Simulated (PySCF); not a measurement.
Delta-SCF ions had no search for a lower state. Excitations are Tamm–Dancoff values on a coarser integration grid. The basis has no diffuse functions, so Rydberg states are missing or too high.

Cartesian coordinates (Å):
```xyz
16

Al     0.1410    -0.2934    -0.1767
C      1.0837    -1.2072     1.2987
H      0.4103    -1.5398     2.1071
H      1.8738    -0.5864     1.7538
H      1.5827    -2.1175     0.9204
C      1.1877     0.7815    -1.4611
H      1.7003     0.1164    -2.1793
H      1.9763     1.3820    -0.9769
H      0.5674     1.4658    -2.0650
C     -1.6021    -1.0201    -0.7660
H     -2.2407    -1.3506     0.0716
H     -1.4471    -1.9099    -1.4027
H     -2.1873    -0.3077    -1.3730
S     -0.7604     1.7211     1.2417
H     -1.6503     2.1825     0.3353
H     -1.7071     1.0392     1.9238
```
Charge 0, spin multiplicity 1.

**Question.** Predict the T1 excitation (TDA), charge on the central atom (meta-Löwdin), dipole moment, vertical ionisation energy (Delta-SCF), charge on the central atom (Mulliken), total energy, LUMO and HOMO from M06-2X/def2-TZVP // PBE0-D3(BJ)/def2-SVP (PySCF).

**Answer.** 
The T1 excitation (TDA) is 5.90 eV and the charge on the central atom (meta-Löwdin) comes out as 0.75 e. The dipole moment is 2.98 D and the vertical ionisation energy (Delta-SCF) is 9.24 eV. The charge on the central atom (Mulliken) is 0.54 e, the total energy comes out as -761.5436 Ha and the LUMO is 0.45 eV. The HOMO comes out as -8.29 eV.
